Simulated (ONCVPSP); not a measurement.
# Reading a pseudo-wave (gold (Au))

Columns: radius, all-electron u(r) and pseudo u(r) of the 5d shell (level -6.90 eV) of gold in the configuration [Kr] 4d10 4f14 5s2 5p6 5d10 6s1; PBEsol, scalar-relativistic, ONCV scheme, ONCVPSP 4.0.1.

```json
{"r (bohr)": "0.088", "all-electron": "0.2617", "pseudo": "0.0019"}
{"r (bohr)": "0.175", "all-electron": "0.0813", "pseudo": "0.0140"}
{"r (bohr)": "0.262", "all-electron": "-0.2805", "pseudo": "0.0447"}
{"r (bohr)": "0.350", "all-electron": "-0.4110", "pseudo": "0.0993"}
{"r (bohr)": "0.438", "all-electron": "-0.3104", "pseudo": "0.1778"}
{"r (bohr)": "0.525", "all-electron": "-0.0971", "pseudo": "0.2749"}
{"r (bohr)": "0.612", "all-electron": "0.1424", "pseudo": "0.3839"}
{"r (bohr)": "0.700", "all-electron": "0.3633", "pseudo": "0.4972"}
{"r (bohr)": "0.788", "all-electron": "0.5430", "pseudo": "0.6039"}
{"r (bohr)": "0.875", "all-electron": "0.6758", "pseudo": "0.6953"}
{"r (bohr)": "0.962", "all-electron": "0.7672", "pseudo": "0.7674"}
{"r (bohr)": "1.050", "all-electron": "0.8243", "pseudo": "0.8181"}
{"r (bohr)": "1.138", "all-electron": "0.8529", "pseudo": "0.8469"}
{"r (bohr)": "1.225", "all-electron": "0.8600", "pseudo": "0.8560"}
{"r (bohr)": "1.312", "all-electron": "0.8514", "pseudo": "0.8494"}
{"r (bohr)": "1.400", "all-electron": "0.8315", "pseudo": "0.8307"}
{"r (bohr)": "1.487", "all-electron": "0.8041", "pseudo": "0.8039"}
{"r (bohr)": "1.575", "all-electron": "0.7715", "pseudo": "0.7714"}
{"r (bohr)": "1.662", "all-electron": "0.7363", "pseudo": "0.7362"}
{"r (bohr)": "1.750", "all-electron": "0.6992", "pseudo": "0.6991"}
{"r (bohr)": "1.838", "all-electron": "0.6616", "pseudo": "0.6616"}
{"r (bohr)": "1.925", "all-electron": "0.6249", "pseudo": "0.6248"}
{"r (bohr)": "2.012", "all-electron": "0.5889", "pseudo": "0.5888"}
{"r (bohr)": "2.100", "all-electron": "0.5537", "pseudo": "0.5537"}
{"r (bohr)": "2.188", "all-electron": "0.5200", "pseudo": "0.5199"}
{"r (bohr)": "2.275", "all-electron": "0.4882", "pseudo": "0.4881"}
```

Task: How many radial nodes do the two functions have?

Result: The all-electron 5d function has n − l − 1 = 2; the pseudo-wave has 0, since the states of the same l below it are removed with the core.

Task: At about which radius was the pseudo-wave matched?

Result: 1.65 bohr. The columns agree to 0.0005 from 1.49 bohr on; several derivatives are matched, so the curves merge somewhat inside the radius.

Task: Is the pseudo-wave norm-conserving?

Result: Yes: the ONCV scheme keeps the norm inside the radius equal to the all-electron one, which fixes the energy derivative of the logarithmic derivative at the level.
